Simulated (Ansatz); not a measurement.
Geometry optimisation, RKS PBE/def2-SVP in Ansatz.

The input (input.yaml):

```yaml
crystal:
  periodic: [false, false, false]
  atoms:
    - { symbol: W, position_ang: [0.0, 0.0, 0.0] }
    - { symbol: Cl, position_ang: [0.0, 0.0, 2.39] }
    - { symbol: O, position_ang: [1.94, 0.0, 0.0] }
    - { symbol: H, position_ang: [2.2771, -0.9519, -0.0197] }
    - { symbol: F, position_ang: [0.0, 1.85, 0.0] }
    - { symbol: F, position_ang: [-1.85, 0.0, 0.0] }
    - { symbol: H, position_ang: [0.0, -1.72, 0.0] }
    - { symbol: O, position_ang: [0.0, 0.0, -1.94] }
    - { symbol: H, position_ang: [0.5278, 0.7924, -2.2771] }
basis:
  gaussian: { orbitals: def2-SVP }
hamiltonian:
  xc: pbe
relax:
  f_tol: 0.02
  max_steps: 40
```

Run as:

```bash
$ ansatz run input.yaml --threads 4 --pin off --max-ram 5120MiB --backend cpu --events-out ev --progress --plain --runs-dir out
```

Question: Where does it end, and by what steps?

Answer: It converged. After 17 steps the energy has fallen by 0.944 eV; F6 moved furthest, 0.69 Å.

| step | energy less start (eV) | largest force component (eV/Å) | accepted |
| --- | --- | --- | --- |
| 0 | 0.0000 | 2.306 | yes |
| 1 | -0.4242 | 1.577 | yes |
| 2 | -0.5822 | 2.292 | yes |
| 3 | -0.8192 | 0.757 | yes |
| 4 | -0.8344 | 1.030 | yes |
| 5 | -0.9080 | 0.264 | yes |
| 6 | -0.9173 | 0.171 | yes |
| 7 | -0.9254 | 0.101 | yes |
| 8 | -0.9277 | 0.167 | yes |
| 9 | -0.9310 | 0.120 | yes |
| 10 | -0.9348 | 0.086 | yes |
| 11 | -0.9381 | 0.176 | yes |
| 12 | -0.9402 | 0.163 | yes |
| 13 | -0.9424 | 0.154 | yes |
| 14 | -0.9432 | 0.136 | yes |
| 15 | -0.9437 | 0.086 | yes |
| 16 | -0.9439 | 0.024 | yes |
| 17 | -0.9439 | 0.011 | yes |

```xyz
9
Properties=species:S:1:pos:R:3
W -0.015 0.092 0.022
Cl -0.511 0.266 2.287
O 1.874 -0.126 -0.192
H 2.219 -1.039 -0.216
F 0.547 1.905 0.210
F -1.719 -0.666 -0.150
H 0.323 -1.551 0.407
O -0.260 0.310 -1.855
H 0.437 0.778 -2.361
```

Time of the run: 30 s on 4 threads of Arm Neoverse V2, with other jobs on the host, peak memory 0.18 GiB.
